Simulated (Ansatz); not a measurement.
Start from `CCSc1ccccc1` and change one atom or group to get `Sc1ccccc1`.

Ansatz, PBE0-D4/def2-TZVP geometries, multiplicity 1. Each molecule was computed in one conformer, which needn't be the lowest.

```csv
property,`CCSc1ccccc1`
HOMO–LUMO gap (B3LYP/def2-TZVPP) / eV,5.34
HOMO energy (B3LYP/def2-TZVPP) / eV,-5.81
HOMO energy (PBE0/def2-TZVPP) / eV,-6.02
LUMO energy (PBE0/def2-TZVPP) / eV,-0.29
LUMO energy (B3LYP/def2-TZVPP) / eV,-0.48
HOMO energy (ωB97M-V/def2-TZVPP) / eV,-8.04
```

Task: What does the change do to each property? (Estimate.)

Result: Computed: 
| property | `Sc1ccccc1` | shift |
| --- | --- | --- |
| HOMO–LUMO gap (B3LYP/def2-TZVPP) / eV | 5.55 | 0.21 |
| HOMO energy (B3LYP/def2-TZVPP) / eV | -6.14 | -0.33 |
| HOMO energy (PBE0/def2-TZVPP) / eV | -6.35 | -0.33 |
| LUMO energy (PBE0/def2-TZVPP) / eV | -0.40 | -0.11 |
| LUMO energy (B3LYP/def2-TZVPP) / eV | -0.58 | -0.10 |
| HOMO energy (ωB97M-V/def2-TZVPP) / eV | -8.37 | -0.33 |

With PBE0 the HOMO falls by 0.33 eV and the LUMO falls by 0.11 eV, so the gap widens by about 0.22 eV. PBE moves the HOMO by -0.33 eV and ωB97M-V by -0.33 eV.

B3LYP here is the variant with VWN-RPA as its local correlation; programs differ in this.
